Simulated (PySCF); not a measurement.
## Worked example: oscillator strength and radiative lifetime

CH₄AlClO, SMILES [CH3][Al]([Cl])[OH].

Geometry optimised at r2SCAN-D4/def2-SVP. Other conformers were not sampled.

TDA-M06-2X/def2-SVPD run with PySCF puts the first singlet state with f over 0.02 at 7.27 eV (vertical), with the transition dipole (-0.811, 0.584, 0.000) in atomic units.

### Question
Find the oscillator strength, the wavelength and the radiative lifetime that this transition would have in vacuum if emission retraced absorption.

### Answer

|μ|² = 0.9988 au, so |μ| = 2.54 D. ΔE = 7.27/27.211 = 0.2672 hartree. f = (2/3) ΔE |μ|² = 0.178 (the program prints 0.178).
λ = 1239.84/7.27 = 171 nm; ν = 58636 cm⁻¹.
Einstein's coefficient A = 0.6670 ν² f s⁻¹ (ν in cm⁻¹) = 4.1e8 s⁻¹, so τ = 1/A = 2.5 ns. This state is S2; the lower singlet has f = 0.007. The figure is the radiative limit of this one transition; relaxation, internal conversion, crossing to triplets and a medium change what is measured.
